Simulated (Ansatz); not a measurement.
# Errors in the atomisation enthalpy at 298 K

8 molecules without hydrogen; the atomisation enthalpy at 298 K in kJ/mol, computed less measured. Shapes, held fixed at every level: PBE0-D4/def2-TZVP. Thermal terms are harmonic and unscaled (PBE0-D4/def2-TZVP); the spin-orbit lowering of the free atoms is taken from their spectra. Programs: Ansatz 0.2.0. Measured values: Active Thermochemical Tables, CRC Handbook of Chemistry and Physics, NIST-JANAF tables.

Levels: A = PBE-D4/def2-TZVPP; B = BHLYP-D4/def2-TZVPP; C = HSE06/STO-3G; D = MP2/def2-TZVPP.

```tsv
molecule	from tabulated heats	A	B	C	D
ICl (SMILES ClI)	211	+13	-47	+13	-16
N2 (nitrogen)	945	+62	-87	-283	+1
BOF (fluoro(oxo)borane)	1501	+41	-117	+56	+29
SF2 (sulfur difluoride)	732	+60	-107	-123	-1
SO2 (sulfur dioxide)	1072	+81	-174	-639	+27
SiO2 (silicon dioxide molecule)	1254	+31	-176	-320	+25
AsF3 (arsenic trifluoride)	1326	+91	-103	-224	+41
SO3 (sulfur trioxide)	1420	+125	-225	-1151	+49
```

(1) Which level does best on this set, which worst, and which err to one side?

Answers

(1) 
```
              level                    kind  mean error  mean absolute error  worst case
  PBE-D4/def2-TZVPP                     GGA       +63.0                 63.0         SO3
BHLYP-D4/def2-TZVPP           global hybrid      -129.5                129.5         SO3
       HSE06/STO-3G  range-separated hybrid      -333.9                351.1         SO3
     MP2/def2-TZVPP     perturbation theory       +19.4                 23.6         SO3
```

On this set MP2/def2-TZVPP has the smallest mean absolute error and HSE06/STO-3G the largest. PBE-D4/def2-TZVPP is too high in 8 of 8; BHLYP-D4/def2-TZVPP is too low in 8 of 8; HSE06/STO-3G is too low in 6 of 8; MP2/def2-TZVPP is too high in 6 of 8. The heats of SF2 (sulfur difluoride) come from older tables and can be uncertain by 10 kJ/mol or more. The molecules' own spin-orbit lowering is left out, so errors for iodides read a little too negative. Heats of the atoms come from ATcT where it has them, that of boron, 570 kJ/mol, from recent work. The levels differ in basis as well as in method. The tabulated values of BOF, SiO2, AsF3 are in doubt (older tables, estimates, or at odds with other calculations) and kept here. Over the 5 molecules whose values aren't doubted the mean absolute errors are A 68.2; B 128.0; C 441.8; D 18.8. For MP2/def2-TZVPP the error tends to grow with the atomisation enthalpy. Correlated wave functions converge slowly with the basis. For atoms past krypton def2 sets carry core potentials with scalar relativity. All-electron rows are non-relativistic unless named. Relativity is left out for As. Outer-core shells of As, I are correlated, in sets that cover them unevenly. The set is small.
